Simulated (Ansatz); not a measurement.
`C[SiH2][Ga]([F])[Cl]` + H₂O → `[OH][Ga]([F])[Cl]` + `C[SiH3]` at 700 K and 1 bar (formal hydrolysis of a Ga–Si bond).

Program: Ansatz. Geometries: PBE0-D4/def2-TZVP. ΔE: electronic, gas phase. CCSD(T)/CBS adds triple-zeta CCSD(T) − MP2 to the extrapolated MP2 energy (def2 sets, frozen cores). This one scheme is used for every species. For Ga outer-core shells are correlated without core-valence functions, which leaves a few kJ/mol of doubt a bond. Scalar relativity is left out up to krypton. Each species was taken in one conformer, which may not be the lowest.

```csv
species,CCSD(T)/CBS energy (Eh),H − E (kJ/mol),S (J/(mol·K))
`C[SiH2][Ga]([F])[Cl]`,-2813.76964,237.0,534.5
H₂O,-76.37941,80.5,218.4
`[OH][Ga]([F])[Cl]`,-2559.41427,97.5,398.6
`C[SiH3]`,-330.73916,210.8,332.0
```

H − E and S are ideal-gas, rigid-rotor, harmonic terms from PBE0-D4/def2-TZVP, for one conformer and one mirror image of each species. 1 Eh = 2625.50 kJ/mol, R = 8.31446 J/(mol·K).

Problem. By hand: ΔE, ΔH, ΔS and ΔG.

Solution. ΔE = (-2559.41427) + (-330.73916) − (-2813.76964) − (-76.37941) = -0.00438 Eh = -11.5 kJ/mol. Δ(H − E) = 97.5 + 210.8 − 237.0 − 80.5 = -9.2, so ΔH = -20.7 kJ/mol. ΔS = 398.6 + 332.0 − 534.5 − 218.4 = -22.3 J/(mol·K). ΔG = -20.7 − 700 × (-22.3)/1000 = -5.1 kJ/mol.

Problem. By hand: the equilibrium constant, and the temperature at which ΔG would vanish if ΔH and ΔS stayed fixed.

Solution. log₁₀ K = −ΔG/(RT ln 10) = 0.4. ΔG = 0 at ΔH/ΔS = 928 K.

TΔS isn't small against ΔH here. The sign of ΔG lies within the doubt. A doubt of 5 kJ/mol in ΔE shifts log₁₀ K by 0.4 here. Other conformers and mirror images would add mixing entropy, several J/(mol·K) or more a flexible species. Modes under 60 cm⁻¹, often nearly free rotors, make the harmonic entropy too high. These are equilibria of isolated gas molecules and say nothing of rates. Largest T1 diagnostic: 0.014 (customary marks: 0.02 for closed shells, 0.045 for open ones).
